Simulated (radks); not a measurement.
Results of a calculation; reference values are marked as such.
Task: The caesium ion Cs51+, [He] 2s2. Code: a radial shooting solver on a logarithmic mesh with Libxc functionals. Model: non-relativistic Kohn-Sham, r2SCAN, spin-polarised, spherical densities, point nucleus; meta-GGA in the generalised Kohn-Sham scheme. Every spin shell is full or empty, so the densities are truly spherical. Functionals are evaluated on that one density, not self-consistently. Rank these orbital-free kinetic functionals by their error against the exact value of the orbitals, and give that value: Thomas-Fermi, von Weizsacker, TF + vW/9, TF + vW/5, LC94, revAPBEK, Perdew 92, Thakkar, Pearson, LKT, PG1, DePristo-Kress, Ernzerhof.

Result: Exact: 3695.40 hartree. From best to worst, with 100 (|E| - |E exact|)/|E exact| (equal figures are ties): Ernzerhof +0.21, revAPBEK -0.86, Thakkar -1.48, LC94 -1.63, Perdew 92 -1.67, TF + vW/9 -1.69, DePristo-Kress -2.74, Pearson -5.57, TF + vW/5 +5.97, Thomas-Fermi -11.28, von Weizsacker -13.75, PG1 +40.66, LKT +47.68.
